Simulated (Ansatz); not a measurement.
Basis sets compared for BEt2(OiPr) (C7H17BO). Total charge 0; singlet. Geometry PBE-D4/def2-SVP. Ansatz on 4 threads of Arm Neoverse V1 on a shared host; times are rough, and most runs start from earlier orbitals.

```xyz
26

B    -0.0348    0.4288    0.6954
C     0.1879    0.4425    2.2678
C    -0.9512   -0.1588    3.1073
H     0.3091    1.5188    2.5466
H     1.1588   -0.0378    2.5167
H    -0.7709   -0.0515    4.1971
H    -1.9268    0.3264    2.8914
H    -1.0784   -1.2440    2.9057
C    -1.4249    0.8479    0.0351
C    -2.2817   -0.3787   -0.3410
H    -1.2675    1.4780   -0.8688
H    -1.9944    1.4820    0.7483
H    -3.2672   -0.0876   -0.7609
H    -1.7800   -1.0172   -1.0978
H    -2.4793   -1.0222    0.5411
O     1.0454    0.0276   -0.0444
C     1.1092   -0.0397   -1.4767
C     1.3420   -1.4947   -1.8759
C     2.2229    0.8913   -1.9485
H     0.1441    0.3047   -1.9111
H     2.2853   -1.8705   -1.4297
H     1.4107   -1.5943   -2.9777
H     0.5130   -2.1384   -1.5199
H     2.0155    1.9374   -1.6472
H     3.1920    0.5902   -1.5007
H     2.3211    0.8598   -3.0521
```

Binding counts from free atoms (B doublet, C triplet, H doublet, O triplet) in the same basis, without a counterpoise term.

```json
{"level": "PBE-D4/def2-SVP", "functions": "211", "energy (Eh)": "-376.3395", "HOMO (eV)": "-6.04", "LUMO (eV)": "-0.40", "binding per atom (eV)": "4.30", "wall time": "3.5 s"}
{"level": "PBE0-D4/def2-SVP", "functions": "211", "energy (Eh)": "-376.4070", "HOMO (eV)": "-7.47", "LUMO (eV)": "0.57", "binding per atom (eV)": "4.25", "wall time": "6 s"}
```

Estimate the rows for PBE-D4/def2-TZVP, PBE0-D4/def2-TZVP (with forces).


```csv
level,functions,energy (Eh),HOMO (eV),LUMO (eV),binding per atom (eV),wall time
PBE-D4/def2-TZVP,381,-376.7502,-6.16,-0.61,4.25,7.5 s
PBE0-D4/def2-TZVP (with forces),381,-376.8086,-7.53,0.35,4.20,22 s
```
